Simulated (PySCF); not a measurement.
SiHF, SMILES F[SiH] (connectivity only; charge and spin as stated), neutral, multiplicity 1. Coordinates come from a PBE-D3(BJ)/def2-TZVPD optimisation. The isomer is the one that the SMILES or the coordinates give; other isomers of the formula were not compared.

Computed with PBE-D3(BJ)/def2-TZVPD (PySCF 2.14.0).

Harmonic wavenumbers (cm⁻¹): 796, 828, 1890. Rotational constants (GHz): 219.3, 16.28, 15.16; symmetry number 1.

### Question
Work out the zero-point energy and the ideal-gas rigid-rotor harmonic-oscillator thermochemistry at 298.15 K and 1 atm.

### Answer
ZPE = ½ Σ hcν = ½ × 3515 cm⁻¹ = 21.02 kJ/mol. H − E(el) = 31.33 kJ/mol. Entropy in J/(mol K): translation 157.05, rotation 80.85, vibration 1.67, total 239.57. G − E(el) = -40.09 kJ/mol. Cp = 38.62 J/(mol K).
